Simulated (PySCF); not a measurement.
**Bonding in `CC(C)[C@@H](F)[C@](C)(F)C(=O)F`**

C7H11F3O.
Atom-mapped SMILES: `[CH3:1][CH:2]([CH3:3])[C@@H:4]([F:5])[C@:6]([CH3:7])([F:8])[C:9](=[O:10])[F:11]` (hydrogens: H12, H13, H14 on C1; H15 on C2; H16, H17, H18 on C3; H19 on C4; H20, H21, H22 on C7)

Geometry (GFN2-xTB, Å), atoms numbered from 1 in this order:
```xyz
22
C7H11F3O angstrom
C      2.2379    1.1865    0.2043
C      0.9999    0.5619   -0.4410
C      1.4158   -0.5066   -1.4489
C      0.1060   -0.0174    0.6645
F     -0.1762    0.9714    1.5793
C     -1.2556   -0.6030    0.1991
C     -2.1803   -0.8660    1.3859
F     -1.0044   -1.8009   -0.4398
C     -1.9337    0.3489   -0.7696
O     -2.5226    1.3383   -0.5218
F     -1.7986   -0.0569   -2.0537
H      2.8315    0.4228    0.7028
H      2.8515    1.6589   -0.5579
H      1.9539    1.9389    0.9353
H      0.4386    1.3530   -0.9517
H      1.8657   -1.3549   -0.9377
H      2.1494   -0.0895   -2.1338
H      0.5761   -0.8661   -2.0350
H      0.6367   -0.8072    1.2146
H     -3.0848   -1.3615    1.0407
H     -1.6769   -1.5080    2.1047
H     -2.4403    0.0768    1.8580
```

Bond orders from the PBE0/pcSseg-1 density (PySCF). Geometry: GFN2-xTB, one conformer, isolated molecule.

Q: Where do the orders between heavy atoms depart from those drawn in the SMILES?

A: The largest departure is 0.132, at C4–F5 (drawn single, 0.868). Drawn single, order below 0.88: C4–F5 (0.868) and C6–F8 (0.878).

Q: Set the Mayer orders of the bonds beside their lengths.

A: 
| bond | drawn as | length (Å) | Mayer order |
| --- | --- | --- | --- |
| C1–C2 | single | 1.529 | 1.042 |
| C2–C3 | single | 1.527 | 1.022 |
| C2–C4 | single | 1.535 | 0.977 |
| C4–F5 | single | 1.376 | 0.868 |
| C4–C6 | single | 1.553 | 0.934 |
| C6–C7 | single | 1.527 | 1.023 |
| C6–F8 | single | 1.381 | 0.878 |
| C6–C9 | single | 1.518 | 0.891 |
| C9–O10 | double | 1.178 | 2.082 |
| C9–F11 | single | 1.354 | 0.961 |
| C1–H12 | single | 1.088 | 0.964 |
| C1–H13 | single | 1.087 | 0.962 |
| C1–H14 | single | 1.087 | 0.960 |
| C2–H15 | single | 1.096 | 0.920 |
| C3–H16 | single | 1.088 | 0.961 |
| C3–H17 | single | 1.087 | 0.961 |
| C3–H18 | single | 1.085 | 0.950 |
| C4–H19 | single | 1.099 | 0.927 |
| C7–H20 | single | 1.088 | 0.952 |
| C7–H21 | single | 1.087 | 0.953 |
| C7–H22 | single | 1.086 | 0.942 |

By pair of heavy elements: C–C: lowest C6–C9 (0.891, 1.518 Å), highest C1–C2 (1.042, 1.529 Å); in 5 of the 15 pairs the longer bond (by over 0.003 Å) has the higher order (by 0.02 or more). C–F: lowest C4–F5 (0.868, 1.376 Å), highest C9–F11 (0.961, 1.354 Å).

Q: Sum the orders of all bonds at each heavy atom with more than one neighbour and set the sums beside the valence in the SMILES.

A: C1 3.928 (drawn 4), C2 3.961 (drawn 4), C3 3.894 (drawn 4), C4 3.706 (drawn 4), C6 3.726 (drawn 4), C7 3.870 (drawn 4), C9 3.934 (drawn 4). Orders between atoms that aren't bonded are not in these sums.

For a closed shell the Mayer order of atoms A and B is Σ (PS)μν (PS)νμ over the basis functions μ on A and ν on B, with P the density and S the overlap matrix.
